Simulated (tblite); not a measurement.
Compound: CH8O2PSi3 (doublet state).
Z-matrix (Å and degrees, GFN2-xTB geometry), rows numbered from 1:
```
O 
C   1  1.1931
O   2  1.3065  1  125.15
Si  3  1.6684  2  119.12  1    -1.25
P   4  2.1990  3   98.64  2  -173.79
Si  5  2.2214  4  102.54  3   -62.04
Si  5  2.2215  4   98.82  3  -169.52
H   2  1.1042  1  123.65  3  -179.98
H   4  1.4606  3  107.57  2    63.50
H   4  1.4566  3  109.34  2   -57.95
H   6  1.4689  5  106.58  4  -178.93
H   6  1.4673  5  109.35  4    64.20
H   7  1.4641  5  112.31  4    56.84
H   7  1.4600  5  105.98  4   177.02
H   7  1.4599  5  107.27  4   -63.84
```

Level: GFN2-xTB in tblite, geometry and Hessian alike; calculated harmonic values, unscaled, isolated species. Against measured fundamentals such values can be off by several per cent, at times by over 20. Modes of hydrogen on silicon can be 10 to 20 % off. One conformer, not necessarily the lowest. Open shells enter through the occupations alone, without spin polarisation, and single modes of such species can be off by tens of per cent.

Harmonic wavenumbers (cm⁻¹): 40.0, 46.7, 62.3, 63.2, 85.7, 94.6, 108.4, 134.6, 156.4, 231.6, 422.5, 457.8, 474.0, 488.0, 500.0, 540.6, 570.2, 576.6, 629.3, 662.8, 703.0, 744.7, 755.0, 758.6, 769.0, 777.1, 786.8, 949.7, 1197.0, 1355.2, 1783.6, 2199.8, 2214.0, 2235.6, 2271.7, 2276.6, 2285.7, 2319.1, 2816.2.

A = 2029, B = 684.4, C = 548.2 MHz; mass 166.957 u (most abundant isotopes); point group C1, symmetry number 1; spin multiplicity 2.

Task: Zero-point energy?

Result: Half the sum of the wavenumbers: 17772 cm⁻¹ = 50.81 kcal/mol.

Task: Entropy at 200 K, 1 bar (ideal gas, RRHO, classical rotation)?

Result: Translation 39.29, rotation 29.23, vibration 32.00, spin (R ln 2) 1.38: S = 101.9 cal/(mol K).

Task: And Cp and H(200 K) − H(0)?

Result: Cp = 35.47 cal/(mol K), of which vibrations give 27.52 (their classical limit is 39 R = 77.5); H(200 K) − H(0) = 4.76 kcal/mol without the zero-point energy, 3.17 from vibrations.

Task: What must be added to the electronic energy to get the Gibbs energy at 200 K and 1 bar?

Result: ZPE + [H(200 K) − H(0)] − T·S = 50.81 + 4.76 − 20.38 = 35.19 kcal/mol.

Task: How do the functions run with temperature in this model?

Result: 
```json
{"T (K)": "150", "S (cal/(mol K))": "92.5", "Cp (cal/(mol K))": "30.0", "H − H(0) (kcal/mol)": "3.13", "G − H(0) (kcal/mol)": "-10.75", "ln q(vib)": "6.05"}
{"T (K)": "250", "S (cal/(mol K))": "110.4", "Cp (cal/(mol K))": "40.7", "H − H(0) (kcal/mol)": "6.67", "G − H(0) (kcal/mol)": "-20.93", "ln q(vib)": "10.06"}
{"T (K)": "298.15", "S (cal/(mol K))": "117.9", "Cp (cal/(mol K))": "45.0", "H − H(0) (kcal/mol)": "8.73", "G − H(0) (kcal/mol)": "-26.43", "ln q(vib)": "11.83"}
{"T (K)": "400", "S (cal/(mol K))": "132.2", "Cp (cal/(mol K))": "52.2", "H − H(0) (kcal/mol)": "13.70", "G − H(0) (kcal/mol)": "-39.19", "ln q(vib)": "15.35"}
{"T (K)": "600", "S (cal/(mol K))": "155.3", "Cp (cal/(mol K))": "61.4", "H − H(0) (kcal/mol)": "25.13", "G − H(0) (kcal/mol)": "-68.03", "ln q(vib)": "21.49"}
{"T (K)": "900", "S (cal/(mol K))": "181.9", "Cp (cal/(mol K))": "70.0", "H − H(0) (kcal/mol)": "44.95", "G − H(0) (kcal/mol)": "-118.79", "ln q(vib)": "29.23"}
```

q(vib) and H(0) count from the zero-point level.

Task: Blend soft modes into free rotors: weight 1/[1 + (100 cm⁻¹/ν̃)⁴] for the oscillator and the rest for a rotor with moment μB/(μ + B), μ = h/(8π²ν), B = 10⁻⁴⁴ kg m². What vibrational entropy results?

Result: 28.47 cal/(mol K) in place of 32.00, which changes −T·S at 200 K by +0.71 kcal/mol.

Task: Which modes carry the vibrational entropy at 200 K?

Result: 40.0 cm⁻¹: 4.47; 46.7 cm⁻¹: 4.16; 62.3 cm⁻¹: 3.60; 63.2 cm⁻¹: 3.57; 85.7 cm⁻¹: 2.98; 94.6 cm⁻¹: 2.79 cal/(mol K); the other 33 give 10.43 together.

Hindered rotation and anharmonicity are outside this model. Other conformers, if any are populated, would add a mixing term that is left out. The structure is chiral; the term R ln 2 for an equal mix with its mirror image is left out.
